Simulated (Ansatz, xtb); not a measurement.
**Ranking isomers of CH4GeZn**

4 gas-phase structures of CH4GeZn, found in a search over its isomers (lower ones may exist). Each was relaxed with GFN2-xTB:

A. a singlet given by its coordinates
B. `[CH3][Ge][ZnH]`, a singlet
C. `[ZnH][CH2][GeH]`, a singlet
D. a singlet given by its coordinates

A (Å):

```yaml
atoms:
  - { symbol: C, position_ang: [1.1632, 0.5888, 0.0342] }
  - { symbol: Ge, position_ang: [-0.6172, 0.4963, -0.9435] }
  - { symbol: Zn, position_ang: [-1.5263, -0.9028, 0.7428] }
  - { symbol: H, position_ang: [1.4858, -0.3654, 0.4474] }
  - { symbol: H, position_ang: [-0.2400, -0.9219, -1.6453] }
  - { symbol: H, position_ang: [1.1302, 1.3205, 0.8427] }
  - { symbol: H, position_ang: [1.9358, 0.9187, -0.6592] }
```

Close contacts (Å): C1–Ge2 2.03, Ge2–Zn3 2.37, C1–H4 1.09, C1–H6 1.09, C1–H7 1.09, Ge2–H5 1.63.

D (Å):

```xyz
7

C    -1.9402    0.6427   -0.8393
Ge   -3.4901   -0.4681   -1.3306
Zn   -0.5400    0.1658   -2.2101
H    -1.5112    0.3939    0.1314
H    -2.1766    1.7072   -0.8469
H     0.4836   -0.3712   -3.2219
H    -2.7843   -1.8379   -0.7757
```

Close contacts (Å): C1–Ge2 1.97, C1–Zn3 2.02, Ge2–Zn3 3.14, C1–H4 1.09, C1–H5 1.09, Ge2–H7 1.64, Zn3–H6 1.54.

**Question.** Make a reasoned guess at their ranking by r2SCAN-D4/def2-SVP single-point energy.

**Answer.** Calculated order at r2SCAN-D4/def2-SVP: A (0.0), C (11.5), D (11.5), B (19.1) kcal/mol. Less than 1 kcal/mol parts C and D, so the order within that pair means little.

Energies above the lowest of each column, in kcal/mol; the last columns are at B3LYP/6-31G* geometries (a dash: not run or not comparable):

```tsv
structure	GFN2-xTB	HF/STO-3G	r2SCAN-D4/def2-SVP	B3LYP/6-31G*	CCSD(T)/def2-TZVP
A	0.0	0.0	0.0	0.0	0.0
C	29.5	74.5	11.5	11.1	13.7
D	29.5	72.2	11.5	relaxes to C	–
B	27.4	21.7	19.1	12.8	13.4
```

Every level run on A puts it lowest or level with the lowest. CCSD(T)/def2-TZVP orders those it was run on as A (0.0), B (13.4), C (13.7) kcal/mol. Less than 1 kcal/mol parts B and C, so the order within that pair means little. Flexible structures stand in one conformer each, not always the lowest. Frequencies (B3LYP/6-31G*) were run for A, B, C alone.

Over these structures GFN2-xTB departs from r2SCAN-D4/def2-SVP by 6.9 kcal/mol on average once a common shift is removed. A GFN2-xTB relaxation took about 0.074 s and the r2SCAN-D4/def2-SVP energy about 1.6 s on a shared host (Ansatz 0.2.0, xtb 6.7.1 (Pople sets with spherical d functions)).
